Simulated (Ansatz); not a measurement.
`C[B](C)[ZnH]` → `[CH2]` (triplet) + `C[BH][ZnH]`  (formal loss of a carbene)

Calculated with Ansatz (gas phase, PBE0-D4/def2-TZVP geometries, no zero-point term in ΔE). CCSD(T)/CBS is the MP2 limit (def2-TZVPP, def2-QZVPP) plus CCSD(T) − MP2 in def2-TZVPP, frozen cores. This one scheme is used for every species. Functionals use def2-TZVPP. Triplets are unrestricted, without spin–orbit coupling. For Zn outer-core shells are correlated without core-valence functions, which leaves a few kJ/mol of doubt a bond. Scalar relativity is left out up to krypton.

| species | CAM-B3LYP-D4 energy (Eh) |
| --- | --- |
| `C[B](C)[ZnH]` | -1884.72825 |
| `[CH2]` (triplet) | -39.14166 |
| `C[BH][ZnH]` | -1845.40399 |

Problem. Work out ΔE.

Solution. ΔE = (-39.14166) + (-1845.40399) − (-1884.72825) = 0.18260 Eh = +479.4 kJ/mol. CCSD(T)/CBS gives +482.6 kJ/mol.

Largest T1 diagnostic among the species: 0.014.

In def2-TZVPP, CCSD(T) changes the Hartree–Fock value by +143.7 kJ/mol (the triples alone add +12.3 kJ/mol) and MP2 by +158.5 kJ/mol. At CCSD(T), def2-SVP lies −20.6 kJ/mol from the extrapolated value and def2-TZVPP −12.5 kJ/mol.
